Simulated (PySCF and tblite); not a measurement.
The numbers below are computed, except where a source is named.
2 regioisomers of C₅H₈F₂OS:

```tsv
isomer	SMILES
A	[O:1]=[S@:2]1[CH2:3][CH2:4][CH2:5][C@@H:6]1[CH:7]([F:8])[F:9]
B	[O:1]=[S@@:2]1[CH2:3][CH2:4][C@H:5]([CH:6]([F:7])[F:8])[CH2:9]1
```

Each isomer is a Boltzmann average at 298.15 K over at most 6 conformers: GFN2-xTB geometries, energies PBE0/pcSseg-1 (D3(BJ) added where defined), GFN2-xTB thermal terms. Programs: PySCF with density fitting and tblite.

Question: Rank the isomers by free energy at 298.15 K.

Answer: 
| isomer | ΔG (kcal/mol) | ΔE, lowest conformer | conformers | largest weight % | rms dipole (D) |
| --- | --- | --- | --- | --- | --- |
| B | 0.0 | 0.0 | 5 | 70 | 4.31 |
| A | 1.8 | 2.3 | 6 | 50 | 3.46 |

ΔG is for one enantiomer.
